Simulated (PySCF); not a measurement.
`FC(F)(F)CCBr` (3-bromo-1,1,1-trifluoropropane). Method: PBE0-D3(BJ)/def2-SVP geometry optimisation, gas phase (PySCF 2.14.0).

```
atom  x, y, z in Å
F1    -1.5195    1.1725   -0.6307
C2    -0.7840    0.1319   -1.0382
F3    -1.5324   -0.9662   -0.8817
F4    -0.5580    0.2842   -2.3436
C5     0.5119    0.0337   -0.2714
C6     0.2833   -0.1430    1.2144
Br7    1.9649   -0.2815    2.1659
H8     1.0785   -0.8138   -0.6837
H9     1.0881    0.9485   -0.4730
H10   -0.2534    0.7116    1.6446
H11   -0.2772   -1.0612    1.4295
```

Problem. Give the dihedral angles H8–C5–C6–Br7, C2–C5–C6–Br7, F1–C2–C5–H8, H9–C5–C6–H11, F1–C2–C5–C6.

Solution. H8–C5–C6–Br7 59° (synclinal); C2–C5–C6–Br7 179° (antiperiplanar); F1–C2–C5–H8 -178° (antiperiplanar); H9–C5–C6–H11 -179° (antiperiplanar); F1–C2–C5–C6 60° (synclinal). Dihedral signs follow IUPAC: positive where, seen along the central bond, the front bond turns clockwise onto the rear one.

Problem. Which two atoms are farthest apart?

Solution. F4···Br7, 5.20 Å; the next longest distance is 4.70 Å.

Problem. Work out the bond lengths F1–C2, C2–F4, C5–C6, C5–H8, C6–Br7, C6–H10, C6–H11 in bohr.

Solution. For F1–C2 the difference vector is (0.7355, -1.0406, -0.4075) Å, of length 1.3379 Å. 1 bohr = 0.529177 Å. F1–C2 2.528; C2–F4 2.520; C5–C6 2.860; C5–H8 2.078; C6–Br7 3.661; C6–H10 2.073; C6–H11 2.073 bohr.

Problem. How far apart are these pairs, which share no bond: F1···F4, F1···H10, C2···H9, F4···H9, C5···H10?

Solution. F1···F4 2.156 Å (2 bonds apart); F1···H10 2.644 Å (4 bonds apart); C2···H9 2.119 Å (2 bonds apart); F4···H9 2.579 Å (3 bonds apart); C5···H10 2.172 Å (2 bonds apart).

Problem. What is the repulsion energy of the bare nuclei, Σ ZA·ZB/RAB?

Solution. 516.42 Eh over 55 pairs, with full nuclear charges and distances in bohr; the largest single term is 57.37 Eh (C6 with Br7).

Problem. What are the angles F1–C2–F4, F4–C2–C5, H8–C5–H9, C6–C5–H8, C2–C5–H9, C5–C6–H10, H10–C6–H11, Br7–C6–H10?

Solution. From the scalar product of the two bond vectors; for F1–C2–F4 it is -0.5397 Å² over 1.3379 × 1.3335 Å², cos θ = -0.3025. F1–C2–F4 107.6°; F4–C2–C5 111.1°; H8–C5–H9 107.6°; C6–C5–H8 110.8°; C2–C5–H9 107.6°; C5–C6–H10 111.6°; H10–C6–H11 109.0°; Br7–C6–H10 106.7°.

Problem. Where is the centre of mass (commonest isotopes), and what is the radius of gyration?

Solution. Mass 175.945 u; centre at (0.502, -0.073, 0.560) Å; Rg = √(Σ m r²/M) = 2.264 Å. As Ia + Ib + Ic = 2 Σ m r², the three principal moments sum to 1803.9 u·Å².

Problem. Write the matrix of distances between heavy atoms (Å, lower triangle).

Solution. 
```
F1    0.000
C2    1.338  0.000
F3    2.153  1.338  0.000
F4    2.156  1.334  2.156  0.000
C5    2.356  1.509  2.356  2.346  0.000
C6    2.896  2.508  2.893  3.681  1.514  0.000
Br7   4.699  4.242  4.689  5.198  2.855  1.937  0.000
```

The point group is Cs within 0.08 Å; differences among equivalent distances and angles are scatter left by the optimiser. Not checked by PBE0-D3(BJ)/def2-SVP frequencies. The numbers are those of one conformer.
